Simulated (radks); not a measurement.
Results of a calculation; reference values are marked as such.
Task: Ionisation of the ruthenium ion Ru+, [Kr] 4d7, to Ru2+, [Kr] 4d6, under several functionals. Scalar-relativistic Kohn-Sham, spin-polarised, spherical densities, finite nucleus; open shells are filled with parallel spins first (spin-orbit coupling, left out, can overturn this in heavy ions); a radial shooting solver on a logarithmic mesh with Libxc functionals. The NIST Atomic Spectra Database gives 16.8 eV (semi-empirical). Rank these functionals by the error of their Delta-SCF ionisation energy: B86b exchange with PBE correlation; revPBE; exchange-only LDA; BP86; LDA (Slater exchange, Perdew-Wang correlation); exchange-only r2SCAN; PW91.

Result: From best to worst: B86b exchange with PBE correlation 16.739 eV (-0.021); PW91 16.797 eV (+0.037); BP86 16.884 eV (+0.124); revPBE 16.608 eV (-0.152); LDA (Slater exchange, Perdew-Wang correlation) 17.134 eV (+0.374); exchange-only LDA 15.427 eV (-1.333); exchange-only r2SCAN 14.804 eV (-1.956). Open shells are spherical and high-spin; term and fine-structure splittings are not resolved.
